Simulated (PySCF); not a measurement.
Structure from 2D NMR

Compound of formula C7H8O. Correlations simulated from computed shifts and the bond graph:

HSQC (one-bond C–H):
| δH | δC |
| --- | --- |
| 6.46 | 147.5 |
| 6.11 | 153.7 |
| 5.22 | 116.7 |
| 4.98 | 116.7 |
| 4.80 | 110.4 |
| 3.48 | 42.3 |

COSY cross peaks (H two or three bonds apart, from the bond graph; peaks can be absent where the dihedral angle is near 90°):
| δH | δH |
| --- | --- |
| 6.46 | 4.80 |
| 6.11 | 5.22 |
| 6.11 | 4.98 |
| 6.11 | 3.48 |
| 5.22 | 4.98 |
| 4.80 | 3.48 |

HMBC (two and three bonds, from the bond graph):
| δH | δC |
| --- | --- |
| 6.46 | 147.5, 110.4, 42.3 |
| 6.11 | 116.7, 110.4, 42.3 |
| 5.22 | 153.7, 42.3 |
| 4.98 | 153.7, 42.3 |
| 4.80 | 153.7, 147.5, 110.4, 42.3 |
| 3.48 | 153.7, 147.5, 116.7, 110.4 |

Level of theory: GFN2-xTB structure, σ from GIAO-PBE0/pcSseg-1, in PySCF (equivalent nuclei averaged, single conformer, relativity neglected, gas phase).

Shifts are taken against calculated references (same method and geometry level): 1H, 13C against TMS.

Exchangeable hydrogens are left out of these lists.

Work out the connectivity.

Results:

SMILES C=CC1C=COC=C1.

Numbering as in the mapped SMILES `[CH2:1]=[CH:2][CH:3]1[CH:4]=[CH:5][O:6][CH:7]=[CH:8]1` (H(Xn): hydrogen on atom n). Ha(C1) is cis to C3; Hb(C1) is trans to C3.

δC 153.7 is C2, an alkene CH (δH 6.11). δC 147.5 is C5/C7, an alkene carbon bearing oxygen (δH 6.46). δC 116.7 is C1, a terminal =CH2 carbon (δH 4.98, 5.22). δC 110.4 is C4/C8, a β carbon of an enol-ether or enamine type C=C (δH 4.80). δC 42.3 is C3, an allylic sp3 CH (δH 3.48). COSY links 6.46–4.80, 6.11–5.22, 6.11–4.98, 6.11–3.48, 5.22–4.98, 4.80–3.48.

The shifts were computed for this structure.

Shifts are as computed. Against solution values, carbons near 30 ppm lie about +3 ppm off and those near 130 ppm about +5 ppm. Of 1211 compounds with measured shifts, 218 miss one by over three times the rms of a fit or turn the order of signals round; such compounds aren't used in these exercises.
